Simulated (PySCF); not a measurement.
TlS: one state, many levels of theory

State: ²Π (doublet), unpaired electrons π ↑. Set-up: basis Tl cc-pVDZ-PP with ECP60, S cc-pV(D+d)Z; scalar-relativistic core potentials; PySCF 2.14. De refers to Tl + S in their high-spin ground configurations, without counterpoise correction. The functionals are run spin-unrestricted. A positive dipole means Tl(−)S(+).

```json
{"Level": "UHF", "Re (Å)": "2.642", "ωe (cm⁻¹)": "260", "De (eV)": "1.69", "μ (D)": "-4.29", "CPU s a point (SCF and correlation, without the integrals)": "0.12"}
{"Level": "UHF-MP2", "Re (Å)": "2.609", "ωe (cm⁻¹)": "273", "De (eV)": "2.53", "μ (D)": "n/a", "CPU s a point (SCF and correlation, without the integrals)": "0.19"}
{"Level": "UHF-SCS-MP2", "Re (Å)": "2.623", "ωe (cm⁻¹)": "269", "De (eV)": "2.47", "μ (D)": "n/a", "CPU s a point (SCF and correlation, without the integrals)": "n/a"}
{"Level": "UHF-CCSD", "Re (Å)": "2.623", "ωe (cm⁻¹)": "268", "De (eV)": "2.39", "μ (D)": "n/a", "CPU s a point (SCF and correlation, without the integrals)": "n/a"}
{"Level": "UHF-CCSD(T)", "Re (Å)": "2.625", "ωe (cm⁻¹)": "266", "De (eV)": "2.47", "μ (D)": "n/a", "CPU s a point (SCF and correlation, without the integrals)": "4"}
{"Level": "PBE", "Re (Å)": "2.637", "ωe (cm⁻¹)": "257", "De (eV)": "3.14", "μ (D)": "-3.38", "CPU s a point (SCF and correlation, without the integrals)": "0.6"}
{"Level": "BLYP", "Re (Å)": "2.670", "ωe (cm⁻¹)": "248", "De (eV)": "3.00", "μ (D)": "-3.36", "CPU s a point (SCF and correlation, without the integrals)": "0.44"}
{"Level": "r²SCAN", "Re (Å)": "2.619", "ωe (cm⁻¹)": "266", "De (eV)": "3.06", "μ (D)": "-3.57", "CPU s a point (SCF and correlation, without the integrals)": "0.87"}
{"Level": "TPSSh", "Re (Å)": "2.632", "ωe (cm⁻¹)": "261", "De (eV)": "3.03", "μ (D)": "-3.70", "CPU s a point (SCF and correlation, without the integrals)": "0.92"}
{"Level": "B3LYP", "Re (Å)": "2.642", "ωe (cm⁻¹)": "258", "De (eV)": "2.92", "μ (D)": "-3.59", "CPU s a point (SCF and correlation, without the integrals)": "0.68"}
{"Level": "PBE0", "Re (Å)": "2.614", "ωe (cm⁻¹)": "267", "De (eV)": "2.97", "μ (D)": "-3.65", "CPU s a point (SCF and correlation, without the integrals)": "0.88"}
```

Question: Which functional lies closest to UHF-CCSD(T) in De, which farthest, and by how much do they differ from it?

Answer: Closest is B3LYP (+1.7 pm in Re, -3.0 % in ωe, +0.45 eV in De against UHF-CCSD(T) in the same basis), farthest PBE (+1.2 pm in Re, -3.4 % in ωe, +0.67 eV in De). CCSD(T) converges more slowly with the basis than the functionals do and binds too weakly in this one, so the order can change at the basis-set limit.

Question: What does a quarter of exact exchange do here, going from PBE to PBE0?

Answer: PBE0 less PBE: -2.3 pm in Re, +3.9 % in ωe, -0.17 eV in De. Exact exchange removes part of the self-interaction that spreads semilocal densities, and in most molecules shortens and stiffens the bond and lowers De; so it does here.

Question: What does the three-parameter hybrid form, with a fifth of exact exchange, do here, going from BLYP to B3LYP?

Answer: B3LYP less BLYP: -2.8 pm in Re, +4.0 % in ωe, -0.08 eV in De. Exact exchange removes part of the self-interaction that spreads semilocal densities, and in most molecules shortens and stiffens the bond and lowers De; so it does here.

Correlated steps freeze 9 core orbitals. Correlated levels converge slowly with the basis: in double zeta they bind strong bonds too weakly, by up to about 1 eV, and carry superposition errors of some tenths. Spin–orbit coupling is left out, which matters for elements this heavy, above all for dissociation energies. The state is the lowest determinant that a PBE0 search found; another state may lie lower at other levels.

The whole job (state search and all levels along the bond) took about 1.9 min on 1 thread of Arm Neoverse V1 (shared host), peak memory 0.51 GiB.
